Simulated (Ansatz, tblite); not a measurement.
Isomers of Ge₆⁺ (doublet), found by a short tight-binding search and relaxed with PBE-D4/def2-SVP in Ansatz.

The xTB rows come from tblite. Correlated methods freeze 54 core orbitals; core or outer-core shells of Ge are correlated, in sets that lack core-valence functions.

Run but left out: HF/def2-SVP, MP2/def2-SVP (A: ⟨S²⟩ 1.11, where a pure state has 0.75).

B: At PBE-QIDH/def2-SVP the charge 1 doublet is spin-contaminated (final ⟨S²⟩ up to 0.88, 0.75 for a pure state).

Other spin states weren't relaxed.

A:

Cartesian coordinates in Å:
```
Ge 0.309 0.425 -1.865
Ge 1.214 -0.988 0.010
Ge 1.516 1.380 0.902
Ge -0.691 -0.772 1.638
Ge -0.923 1.255 0.166
Ge -1.425 -1.300 -0.851
```

B:

```xyz
6

Ge    1.699    0.342    1.398
Ge   -0.096   -1.657   -2.798
Ge    0.096    1.655    2.799
Ge   -1.698   -0.338   -1.400
Ge    0.795   -0.687   -0.740
Ge   -0.796    0.685    0.742
```

Problem. Estimate which lies lowest at each level, and how far above it the others are (kJ/mol).

Solution. 
```json
{"level": "GFN1-xTB", "A": "56.8", "B": "0.0"}
{"level": "GFN2-xTB", "A": "0.0", "B": "65.6"}
{"level": "PBE-D4/def2-SVP", "A": "0.0", "B": "126.7"}
{"level": "revPBE-D4/def2-SVP", "A": "0.0", "B": "130.3"}
{"level": "r2SCAN-D4/def2-SVP", "A": "0.0", "B": "123.0"}
{"level": "PBE0-D4/def2-SVP", "A": "0.0", "B": "138.5"}
{"level": "PBE-QIDH/def2-SVP", "A": "0.0", "B": "161.5"}
```
Point groups (tolerance 0.1 Å): A C2v, B C2h. Lower isomers may exist.
